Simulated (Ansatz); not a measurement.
Input for Ansatz (development build ahead of 0.2.0):

```yaml
crystal:
  periodic: [false, false, false]
  atoms:
    - { symbol: Mn, position_ang: [0.0, 0.0, 0.0] }
    - { symbol: S, position_ang: [0.0, 0.0, 3.6225] }
basis:
  gaussian: { orbitals: pcseg-2 }
magnetization:
  spin_polarized: true
  initial_magnetization: 5
hamiltonian:
  xc: pbe0
```

The input is written out in the form of the current development build from the run's settings.

Results

```
Converged                       : yes
Total energy                    : -1548.77829 hartree
Spin squared of the determinant : 9.771
Stability test                  : minimum
```

Caution: the unrestricted determinant is a mixture of spin states.
